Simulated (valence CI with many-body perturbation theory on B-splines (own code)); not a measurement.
E1 transitions of Tc²⁹⁺

Method: relativistic CI+MBPT: four valence electrons over a frozen Dirac-Fock core [Ne], a basis of 11 s, 11 p, 10 d, 8 f, 5 g, 2 h functions for each j, with the one-electron correlation potential Σ1, the two-electron term Σ2, the three-electron term Σ3, Breit, model QED; selected CI, second order for the rest, scaled by the run's own slope (own B-spline code, finite nucleus).

The last digits are not significant, and no measured levels were compared; by estimate large intervals hold to a few tenths of a per cent, small ones and those within an open d or f shell to about a per cent. Among the levels kept, up to 700 cm⁻¹ of a level comes from second order outside the variational space, and about a tenth of that is noise between levels of different J, which matters for small intervals.

Lines 151 to 200 of 536 in falling wavelength, among levels below 3137.1 × 10³ cm⁻¹, chosen from the strongest by gf and those to the six lowest levels. Wavelengths and rates use the calculated energies. Electric multipoles are in the length gauge, E1 and E2 with the static RPA response of the core. Weak lines are less certain than strong ones. Lines between different terms over intervals too small for the method are left out, as are lines whose strength nearly cancels. Where a level lies close to another of its J and parity, the split of strength between their lines is uncertain. The highest levels of a list are the least certain.

Names give the largest LS component (configuration and term), which can be under half, so a name can repeat, a term be missing and a line seem to break the LS rules; names also repeat where a configuration has a term twice. Letters in brackets count levels of one name in rising energy.

| λ vac (Å) | Upper | Lower | A (s⁻¹) | S (a.u.) with core polarisation | S without |
| --- | --- | --- | --- | --- | --- |
| 106.5 | 3s3p²3d ¹D_2 [a] | 3s²3p3d ³P°_1 | 5.39e+10 | 1.61e-01 | 1.64e-01 |
| 106.4 | 3p³3d ¹F°_3 | 3s3p²3d ³P_2 [b] | 2.57e+10 | 1.07e-01 | 1.09e-01 |
| 106.4 | 3p³3d ¹G°_4 | 3s3p²3d ⁵P_3 | 1.27e+10 | 6.81e-02 | 6.97e-02 |
| 106.4 | 3s3p3d² ⁵F°_4 | 3s3p²3d ³F_3 | 2.19e+10 | 1.17e-01 | 1.20e-01 |
| 106.4 | 3s3p²3d ³D_2 [e] | 3s²3p3d ³D°_3 | 4.13e+10 | 1.23e-01 | 1.26e-01 |
| 106.3 | 3s3p3d² ³F°_4 [a] | 3s3p²3d ³G_5 | 7.28e+09 | 3.88e-02 | 3.98e-02 |
| 106.2 | 3s3p²3d ¹F_3 | 3s²3p3d ¹F°_3 | 1.02e+11 | 4.20e-01 | 4.31e-01 |
| 106.0 | 3s3p3d² ³F°_4 [a] | 3s3p²3d ³D_3 [b] | 1.31e+10 | 6.91e-02 | 7.07e-02 |
| 105.8 | 3p³3d ³F°_3 [b] | 3s3p²3d ³G_4 | 4.00e+10 | 1.63e-01 | 1.67e-01 |
| 105.7 | 3s3p²3d ⁵D_3 | 3s3p³ ³D°_3 | 1.66e+10 | 6.77e-02 | 6.93e-02 |
| 105.6 | 3s²3p3d ³D°_1 [b] | 3s²3p² ³P_2 | 3.10e+10 | 5.41e-02 | 5.55e-02 |
| 105.6 | 3s3p²3d ¹P_1 [b] | 3s²3p3d ³D°_1 [a] | 2.48e+10 | 4.32e-02 | 4.43e-02 |
| 105.6 | 3s3p3d² ⁵D°_3 [a] | 3s3p²3d ⁵P_3 | 1.15e+10 | 4.68e-02 | 4.79e-02 |
| 105.5 | 3s²3p3d ³F°_2 [b] | 3s²3p² ³P_1 | 5.27e+09 | 1.53e-02 | 1.56e-02 |
| 105.4 | 3p³3d ³F°_3 [a] | 3s3p²3d ⁵F_2 [a] | 2.10e+10 | 8.50e-02 | 8.71e-02 |
| 105.4 | 3s3p3d² ⁵D°_3 [b] | 3s3p²3d ¹G_4 | 1.89e+10 | 7.62e-02 | 7.80e-02 |
| 105.3 | 3p³3d ⁵D°_3 | 3s3p²3d ⁵F_4 | 1.95e+10 | 7.87e-02 | 8.07e-02 |
| 105.2 | 3s3p3d² ⁵D°_4 [a] | 3s3p²3d ⁵D_3 | 1.12e+10 | 5.80e-02 | 5.93e-02 |
| 105.2 | 3s3p²3d ³D_3 [b] | 3s²3p3d ³F°_3 | 3.33e+10 | 1.34e-01 | 1.37e-01 |
| 105.2 | 3s3p3d² ⁵P°_3 [b] | 3s3p²3d ³D_2 [b] | 4.08e+10 | 1.64e-01 | 1.68e-01 |
| 105.2 | 3s3p3d² ⁵G°_3 [b] | 3s3p²3d ³F_2 [a] | 1.05e+10 | 4.20e-02 | 4.29e-02 |
| 105.1 | 3s3p3d² ³H°_4 | 3s3p²3d ³G_3 | 6.53e+10 | 3.37e-01 | 3.44e-01 |
| 105.0 | 3s3p3d² ⁵D°_1 [d] | 3s3p²3d ³D_2 [a] | 2.20e+10 | 3.77e-02 | 3.86e-02 |
| 105.0 | 3s3p²3d ³G_3 | 3s²3p3d ³F°_2 [a] | 5.19e+10 | 2.07e-01 | 2.13e-01 |
| 104.9 | 3p³3d ¹G°_4 | 3s3p²3d ⁵F_5 | 8.43e+09 | 4.32e-02 | 4.42e-02 |
| 104.9 | 3p³3d ³G°_5 | 3s3p²3d ⁵D_4 | 1.75e+10 | 1.09e-01 | 1.12e-01 |
| 104.8 | 3s3p²3d ¹P_1 [a] | 3s²3p3d ³F°_2 [a] | 5.73e+10 | 9.77e-02 | 1.00e-01 |
| 104.8 | 3s3p3d² ⁵D°_3 [c] | 3s3p²3d ³F_3 | 8.83e+09 | 3.51e-02 | 3.59e-02 |
| 104.7 | 3s3p3d² ³G°_4 [a] | 3s3p²3d ³F_3 | 3.75e+10 | 1.91e-01 | 1.95e-01 |
| 104.5 | 3s3p3d² ⁵F°_5 | 3s3p²3d ³G_4 | 6.06e+09 | 3.76e-02 | 3.84e-02 |
| 104.4 | 3s3p²3d ³F_2 [b] | 3s3p³ ³D°_1 | 1.89e+10 | 5.30e-02 | 5.43e-02 |
| 104.3 | 3s3p²3d ⁵P_3 | 3s3p³ ³D°_2 | 1.14e+10 | 4.47e-02 | 4.58e-02 |
| 104.3 | 3s3p3d² ³F°_4 [b] | 3s3p²3d ³G_5 | 3.11e+10 | 1.57e-01 | 1.61e-01 |
| 104.2 | 3s3p3d² ³G°_3 [b] | 3s3p²3d ³F_3 | 1.11e+10 | 4.34e-02 | 4.44e-02 |
| 104.2 | 3s3p²3d ³D_1 [c] | 3s²3p3d ³P°_0 | 8.27e+10 | 1.39e-01 | 1.42e-01 |
| 104.2 | 3s3p²3d ⁵F_3 [a] | 3s3p³ ⁵S°_2 | 1.15e+10 | 4.48e-02 | 4.58e-02 |
| 104.1 | 3s3p3d² ³F°_2 [b] | 3s3p²3d ³D_2 [d] | 1.53e+10 | 4.26e-02 | 4.36e-02 |
| 104.1 | 3s²3p3d ³F°_3 | 3s²3p² ¹D_2 | 2.15e+10 | 8.36e-02 | 8.55e-02 |
| 104.1 | 3s²3d² ³P_2 [a] | 3s²3p3d ¹F°_3 | 1.60e+10 | 4.46e-02 | 4.57e-02 |
| 104.0 | 3p³3d ³F°_2 [b] | 3s3p²3d ³G_3 | 6.77e+10 | 1.88e-01 | 1.92e-01 |
| 103.8 | 3s3p²3d ³D_3 [c] | 3s²3p3d ³F°_3 | 3.17e+10 | 1.23e-01 | 1.26e-01 |
| 103.8 | 3s3p³ ³S°_1 | 3s²3p² ¹D_2 | 1.02e+11 | 1.68e-01 | 1.72e-01 |
| 103.7 | 3s3p3d² ⁵F°_4 | 3s3p²3d ³D_3 [a] | 7.27e+09 | 3.60e-02 | 3.69e-02 |
| 103.7 | 3s3p²3d ³P_2 [b] | 3s3p³ ³P°_2 | 1.66e+10 | 4.57e-02 | 4.68e-02 |
| 103.7 | 3s3p3d² ⁵G°_4 [a] | 3s3p²3d ⁵F_3 [b] | 3.58e+10 | 1.77e-01 | 1.81e-01 |
| 103.7 | 3s3p3d² ⁵F°_3 | 3s3p²3d ⁵P_2 | 1.08e+10 | 4.17e-02 | 4.26e-02 |
| 103.7 | 3s3p²3d ³D_2 [d] | 3s²3p3d ³F°_3 | 7.21e+10 | 1.98e-01 | 2.03e-01 |
| 103.6 | 3s²3p3d ³D°_2 | 3s²3p² ³P_2 | 5.43e+09 | 1.49e-02 | 1.53e-02 |
| 103.6 | 3s3p3d² ⁵G°_5 | 3s3p²3d ⁵F_5 | 1.39e+10 | 8.37e-02 | 8.56e-02 |
| 103.5 | 3s3p²3d ³F_4 [c] | 3s²3p3d ³F°_4 | 1.06e+11 | 5.20e-01 | 5.33e-01 |
